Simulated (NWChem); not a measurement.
Program: NWChem. System: C₃H₅Br, charge 0, spin multiplicity 1, displaced from the optimised geometry. The structure started from a generated list of species. Level: PBE/def2-SVP.

The NWChem input:

```
start mol
memory heap 200 mb stack 800 mb global 1000 mb
geometry units angstroms nocenter noautoz
  C     -0.811554     1.881885     0.000000
  C      0.178028     0.950813     0.000000
  C      1.674705     1.217837     0.000000
  Br    -0.286057    -0.934875     0.000000
  H     -1.889418     1.605435     0.000000
  H     -0.543964     2.964962     0.000000
  H      2.162547     0.762606     0.903641
  H      1.873210     2.321822     0.000000
  H      2.162547     0.762606    -0.903641
  symmetry group Cs
end
basis spherical
  * library def2-svp
end
dft
  xc xpbe96 cpbe96
  iterations 100
  direct
end
task dft gradient
```

NWChem printed:

```
             Northwest Computational Chemistry Package (NWChem) 7.3.0
             --------------------------------------------------------

                                NWChem Input Module
                                -------------------

 Scaling coordinates for geometry "geometry" by  1.889725989
 (inverse scale =  0.529177249)

 Turning off AUTOSYM since
 SYMMETRY directive was detected!

                             Geometry "geometry" -> ""
                             -------------------------

 Output coordinates in angstroms (scale by  1.889725989 to convert to a.u.)

  No.       Tag          Charge          X              Y              Z
 ---- ---------------- ---------- -------------- -------------- --------------
    1 C                    6.0000    -0.81155400     1.88188500     0.00000000
    2 C                    6.0000     0.17802800     0.95081300     0.00000000
    3 C                    6.0000     1.67470500     1.21783700     0.00000000
    4 Br                  35.0000    -0.28605700    -0.93487500     0.00000000
    5 H                    1.0000    -1.88941800     1.60543500     0.00000000
    6 H                    1.0000    -0.54396400     2.96496200     0.00000000
    7 H                    1.0000     2.16254700     0.76260600     0.90364100
    8 H                    1.0000     1.87321000     2.32182200     0.00000000
    9 H                    1.0000     2.16254700     0.76260600    -0.90364100

 Effective nuclear repulsion energy (a.u.)     224.2975458711

            Nuclear Dipole moment (a.u.)
            ----------------------------
        X                 Y               Z
 ---------------- ---------------- ----------------
     0.0000018897     0.0000302356     0.0000000000

      Symmetry information
      --------------------

 Group name             Cs
 Group number              2
 Group order               2
 No. of unique centers     8

      Symmetry unique atoms

     1    2    3    4    5    6    7    8


 Summary of "ao basis" -> "" (spherical)
 ------------------------------------------------------------------------------
       Tag                 Description            Shells   Functions and Types
 ---------------- ------------------------------  ------  ---------------------
 *                          def2-svp                  on all atoms

  pbe96 is a nonlocal functional; adding pw91lda local functional.

                                 NWChem DFT Module
                                 -----------------

 Summary of "ao basis" -> "ao basis" (spherical)
 ------------------------------------------------------------------------------
       Tag                 Description            Shells   Functions and Types
 ---------------- ------------------------------  ------  ---------------------
 C                          def2-svp                 6       14   3s2p1d
 Br                         def2-svp                12       32   5s4p3d
 H                          def2-svp                 3        5   2s1p

 Summary of "ao basis" -> "ao basis" (spherical)
 ------------------------------------------------------------------------------
       Tag                 Description            Shells   Functions and Types
 ---------------- ------------------------------  ------  ---------------------
 C                          def2-svp                 6       14   3s2p1d
 Br                         def2-svp                12       32   5s4p3d
 H                          def2-svp                 3        5   2s1p
[...]
    58     -0.824911  4 Br py                17      0.802581  2 C  s
    22     -0.571718  2 C  py                47     -0.470170  4 Br s
    19     -0.440352  2 C  py                55     -0.324253  4 Br py
    16      0.300830  2 C  s                 76     -0.276387  5 H  s
    81      0.269620  6 H  s                 46     -0.237578  4 Br s

 Vector   32  Occ=0.000000D+00  E= 4.274547D-02  Symmetry=a'
              MO Center=  1.3D+00,  1.8D+00, -2.2D-15, r^2= 6.1D+00
   Bfn.  Coefficient  Atom+Function         Bfn.  Coefficient  Atom+Function
  ----- ------------  ---------------      ----- ------------  ---------------
    31      2.204728  3 C  s                 91     -1.111659  8 H  s
    86     -0.889363  7 H  s                 96     -0.889363  9 H  s
     3      0.853691  1 C  s                 81     -0.811086  6 H  s
    76     -0.505719  5 H  s                  8      0.388362  1 C  py
    35      0.274703  3 C  px                21     -0.232511  2 C  px

 center of mass
 --------------
 x =  -0.10267857 y =  -0.27531723 z =   0.00000000

 moments of inertia (a.u.)
 ------------------
         564.697561824662        -112.908976687351           0.000000000000
        -112.908976687351         237.927542156905           0.000000000000
           0.000000000000           0.000000000000         790.869778859343

     Multipole analysis of the density
     ---------------------------------

     L   x y z        total         alpha         beta         nuclear
     -   - - -        -----         -----         ----         -------
     0   0 0 0     -0.000000    -29.000000    -29.000000     58.000000

     1   1 0 0      0.292145      0.146071      0.146071      0.000002
     1   0 1 0      0.515318      0.257644      0.257644      0.000030
     1   0 0 1      0.000000      0.000000      0.000000      0.000000

     2   2 0 0    -26.020831    -85.434523    -85.434523    144.848216
     2   1 1 0      0.529256    -29.108488    -29.108488     58.746232
     2   1 0 1      0.000000      0.000000      0.000000      0.000000
     2   0 2 0    -25.519179   -162.894435   -162.894435    300.269691
     2   0 1 1     -0.000000     -0.000000     -0.000000      0.000000
     2   0 0 2    -28.951184    -17.391605    -17.391605      5.832027

            General Information
            -------------------
          SCF calculation type: DFT
          Wavefunction type:  closed shell.
          No. of atoms     :     9
          No. of electrons :    58
           Alpha electrons :    29
            Beta electrons :    29
          Charge           :     0
          Spin multiplicity:     1
          Use of symmetry is: on ; symmetry adaption is: on
          Maximum number of iterations: 100
          This is a Direct SCF calculation.
          AO basis - number of functions:    99
                     number of shells:    45
          Convergence on energy requested:  1.00D-06
          Convergence on density requested:  1.00D-05
          Convergence on gradient requested:  5.00D-04

              XC Information
              --------------
          PerdewBurkeErnzerhof Exchange Functional  1.000
            Perdew 1991 LDA Correlation Functional  1.000 local
           PerdewBurkeErnz. Correlation Functional  1.000 non-local

             Grid Information
             ----------------
          Grid used for XC integration:  medium
          Radial quadrature: Mura-Knowles
          Angular quadrature: Lebedev.
          Tag              B.-S. Rad. Rad. Pts. Rad. Cut. Ang. Pts.
          ---              ---------- --------- --------- ---------
          C                   0.70       49          10.0       434
          Br                  1.15      112          11.0       590
          H                   0.35       45          11.0       434
          Grid pruning is: on
          Number of quadrature shells:   439
          Spatial weights used:  Erf1

          Convergence Information
          -----------------------
          Convergence aids based upon iterative change in
          total energy or number of iterations.
          Levelshifting, if invoked, occurs when the
          HOMO/LUMO gap drops below (HL_TOL):  1.00D-02
          DIIS, if invoked, will attempt to extrapolate
          using up to (NFOCK): 10 stored Fock matrices.

                    Damping( 0%)  Levelshifting(0.5)       DIIS
                  --------------- ------------------- ---------------
          dE  on:    start            ASAP                start
          dE off:    2 iters        100 iters           100 iters

      Screening Tolerance Information
      -------------------------------
          Density screening/tol_rho:  1.00D-10
          AO Gaussian exp screening on grid/accAOfunc:  14
          CD Gaussian exp screening on grid/accCDfunc:  20
          XC Gaussian exp screening on grid/accXCfunc:  20
          Schwarz screening/accCoul:  1.00D-08

                            NWChem DFT Gradient Module
                            --------------------------

  charge          =   0.00
  wavefunction    = closed shell

  Using symmetry

                         DFT ENERGY GRADIENTS

    atom               coordinates                        gradient
                 x          y          z           x          y          z
   1 C      -1.533615   3.556247   0.000000   -0.005858   0.006569   0.000000
   2 C       0.336424   1.796776   0.000000    0.001491  -0.008767   0.000000
   3 C       3.164734   2.301378   0.000000    0.004019   0.001582   0.000000
   4 Br     -0.540569  -1.766658   0.000000   -0.001929  -0.007447   0.000000
   5 H      -3.570482   3.033832   0.000000   -0.008687  -0.002046   0.000000
   6 H      -1.027943   5.602966   0.000000    0.001733   0.008486   0.000000
   7 H       4.086621   1.441116   1.707634    0.003664  -0.003247   0.006691
   8 H       3.539854   4.387607   0.000000    0.001904   0.008117   0.000000
   9 H       4.086621   1.441116  -1.707634    0.003664  -0.003247  -0.006691

                 ----------------------------------------
                 |  Time  |  1-e(secs)   |  2-e(secs)   |
                 ----------------------------------------
                 |  CPU   |       0.02   |       3.79   |
                 ----------------------------------------
                 |  WALL  |       0.02   |       3.79   |
                 ----------------------------------------

 Task  times  cpu:       17.8s     wall:       17.8s

 Total times  cpu:       17.8s     wall:       17.8s
```
